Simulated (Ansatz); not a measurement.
# CaH, doublet: energies of several shapes or isomers

Program: Ansatz, Gaussian basis, development build. Basis def2-SVP, nonrelativistic, 9 orbitals frozen in the corrections; active space CAS(3,3). Restricted Hartree–Fock, then the lowest state-specific CASSCF solution met for each case. A minimal or small basis: far from the basis limit. On stretched bonds single-reference methods can fail or change state. Unlike active orbitals can shift such differences by tenths of an eV, at times by over 1 eV.

Case A: bond length 6.0090 Å. A bond is stretched, to 2.90 times the sum of the covalent radii.

Case B: bond length 2.0030 Å.

Case C: bond length 3.0045 Å. A bond is stretched, to 1.45 times the sum of the covalent radii.

Energy less that of case A, in eV:

| case | RHF/ROHF | CASSCF |
| --- | --- | --- |
| B | -1.345 | -1.446 |
| C | -0.110 | -0.535 |

(1) Give the SC-NEVPT2 energies against case A.

(2) Which case is lowest, and do the methods agree?

Results:

(1) B: -1.521 eV (-35.1 kcal/mol); C: -0.548 eV (-12.6 kcal/mol).

(2) B is lowest in SC-NEVPT2. Of the methods shown, RHF/ROHF, CASSCF agree.
